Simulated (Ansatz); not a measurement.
Geometry optimisation of CrNF₃.

```yaml
crystal:
  periodic: [false, false, false]
  atoms:
    - {symbol: Cr, position_ang: [-0.000090, 0.000920, -0.087600]}
    - {symbol: N, position_ang: [0.008420, -0.015660, 1.534890]}
    - {symbol: F, position_ang: [1.641090, 0.009030, -0.491010]}
    - {symbol: F, position_ang: [-0.828310, 1.425120, -0.463630]}
    - {symbol: F, position_ang: [-0.821110, -1.419400, -0.492650]}
basis:
  gaussian: {orbitals: def2-SVP}
hamiltonian: {xc: pbe0, dispersion: d4}
scf: {omitted_lower_state_checks: [starts]}
output: {orbitals: {seedname: orbitals}}
relax: {f_tol: 0.02, max_steps: 100}
```

```sh
$ ansatz run in.yaml --threads 4 --pin off --events-out ev --progress --plain --max-ram 3916MiB
```

Output, abridged:

```
Functional definition: PBE0
mean field -38035.53619460 eV, -1397.7801737392 hartree, gradient 4.6e-5 eV, S^2 0.000000; 0 other end points of the search recorded, 0 dependent functions left out
relax step   1: F+E_penalty+E_count = -38035.62364461 eV  Δ(F+E_penalty+E_count) = +0.000e0 eV  max|allowed force component| = 7.373e0 eV/Å  Δτ_max = 0.0000 Å  (34 SCF iters, accepted)
mean field -38036.00806602 eV, -1397.7975146941 hartree, gradient 2.7e-5 eV, S^2 0.000000; 0 other end points of the search recorded, 0 dependent functions left out
relax step   2: F+E_penalty+E_count = -38036.09640055 eV  Δ(F+E_penalty+E_count) = -4.728e-1 eV  max|allowed force component| = 3.817e0 eV/Å  Δτ_max = 0.0452 Å  (37 SCF iters, accepted)
mean field -38036.11213492 eV, -1397.8013391554 hartree, gradient 1.9e-5 eV, S^2 0.000000; 0 other end points of the search recorded, 0 dependent functions left out
relax step   3: F+E_penalty+E_count = -38036.20138423 eV  Δ(F+E_penalty+E_count) = -1.050e-1 eV  max|allowed force component| = 1.434e0 eV/Å  Δτ_max = 0.0467 Å  (38 SCF iters, accepted)
mean field -38036.12666228 eV, -1397.8018730260 hartree, gradient 2.2e-5 eV, S^2 0.000000; 0 other end points of the search recorded, 0 dependent functions left out
relax step   4: F+E_penalty+E_count = -38036.21564752 eV  Δ(F+E_penalty+E_count) = -1.426e-2 eV  max|allowed force component| = 4.815e-2 eV/Å  Δτ_max = 0.0128 Å  (38 SCF iters, accepted)
mean field -38036.12666740 eV, -1397.8018732143 hartree, gradient 1.1e-5 eV, S^2 0.000000; 0 other end points of the search recorded, 0 dependent functions left out
relax step   5: F+E_penalty+E_count = -38036.21565839 eV  Δ(F+E_penalty+E_count) = -1.087e-5 eV  max|allowed force component| = 8.807e-3 eV/Å  Δτ_max = 0.0012 Å  (28 SCF iters, accepted)
mean field -38036.12666740 eV, -1397.8018732143 hartree, gradient 1.1e-5 eV, S^2 0.000000; 0 other end points of the search recorded, 0 dependent functions left out
Total energy: -38036.21573278 eV, -1397.8051463068 hartree
Atom 0 at    -0.000087     0.000149    -0.014528 Å, force     0.000102     0.000106    -0.008807 eV/Å
Atom 1 at     0.007863    -0.014909     1.462978 Å, force    -0.000060     0.000004    -0.002933 eV/Å
Atom 2 at     1.620247     0.009054    -0.491499 Å, force    -0.002063    -0.000050     0.003918 eV/Å
Atom 3 at    -0.817510     1.408250    -0.464130 Å, force     0.001008    -0.001829     0.003878 eV/Å
Atom 4 at    -0.810513    -1.402533    -0.492822 Å, force     0.001013     0.001768     0.003945 eV/Å
Dipole moment:     0.000083    -0.000182     0.017747 e Å
Checks for a lower state left out: starts
```

It took 7 s on 4 threads of Arm Neoverse V2 on a shared host.

The restricted singlet is unstable towards broken spin symmetry in Hartree–Fock (as tested in another run); at PBE0-D4/def2-SVP this wasn't settled.
